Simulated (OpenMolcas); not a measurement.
An OpenMolcas run meant for N II (ANO-L-VDZP, non-relativistic; inactive shells 1s; intended active space 4 electrons in 4 orbitals (2s 2p)). One step of its input:

```
&CASPT2
Multistate=3 1 2 3
Frozen=0 0
IPEA=0.25
Shift=5.0
MaxIter=60
WThr=0.0 0.3 0.05
PrWF=0.5
NoMix
```

The run finished. Its levels beside those of a sound run (SS-CASPT2, IPEA 0.25 Eh, imaginary shift 0.1 Eh (closed shells correlated: 1s)), in cm-1 above each run's lowest level:

| Level | This run | Usual run |
| --- | --- | --- |
| 2s2 2p2 3P0 | 0.0 | 0.0 |
| 2s2 2p2 3P1 | 45.2 | 45.2 |
| 2s2 2p2 3P2 | 134 | 134 |
| 2s2 2p2 1D2 | 17201 | 16602 |
| 2s2 2p2 1S0 | 32727 | 33639 |
| 2s 2p3 5S* 2 | 39728 | 42260 |
| 2s 2p3 3D* 2 | 94819 | 91603 |
| 2s 2p3 3D* 1 | 94819 | 91603 |
| 2s 2p3 3D* 3 | 94819 | 91603 |
| 2s 2p3 3P* 0 | 112926 | 110907 |
| 2s 2p3 3P* 1 | 112926 | 110907 |
| 2s 2p3 3P* 2 | 112927 | 110907 |

Question: Which setting is unsound, and how much does it matter here?

Answer: The level shift is far above the usual 0.1 to 0.3 hartree and damps the second-order energy. Against the sound run the excited levels shown move by 1800 cm-1 on average and by 3200 cm-1 at most.

Term energies are means over components that CASPT2 splits; among the terms shown or strongly mixed into the levels shown the widest spread is 150 cm-1 (2s 2p3 3D*, the sound run). Only configurations of the active space appear.

* marks odd parity.
